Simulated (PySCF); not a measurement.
## N⁺: excitation energy

N⁺ [He] 2s2 2p2 (3P) → N⁺ [He] 2s1 2p2 3d1 (high-spin determinant), as a difference of total energies. All numbers are calculated (PySCF 2.14, the non-relativistic Hamiltonian (point nucleus), in aug-cc-pwCVDZ). Correlated levels: valence: 1s2 frozen; valence and next inner shell: nothing frozen. The calculations carry no spin-orbit coupling.

| method | excitation energy (eV) |
| --- | --- |
| UHF | 32.290 |
| LDA | 33.118 |
| PBE | 32.959 |
| PBE0 | 33.150 |
| r2SCAN | 32.892 |
| M06-L | 32.948 |
| CAM-B3LYP | 33.989 |
| M06-2X | 34.200 |
| r2SCANh | 32.985 |
| MP2 (valence) | 33.528 |
| SCS-MP2 (valence) | 33.849 |
| MP2 (valence and next inner shell) | 33.553 |
| SCS-MP2 (valence and next inner shell) | 33.865 |

Q: How much does correlation contribute at MP2 (valence and next inner shell)?

A: 33.553 − (32.290) = 1.263 eV, measured against UHF.

The upper state lies above the first ionisation limit, but in LS coupling its spin forbids autoionisation to the ground ion. A Rydberg-like electron needs more diffuse functions than a valence basis has.

The promoted electron is Rydberg-like, and one or two diffuse shells describe it only roughly, which tends to raise the upper state.

In the upper state the promoted electron has a positive orbital energy at LDA, PBE, r2SCAN, so the basis confines it.

The determinant of the upper state mixes LS terms, which raises its energy above the lowest term, most at the Hartree-Fock and MP2 levels.
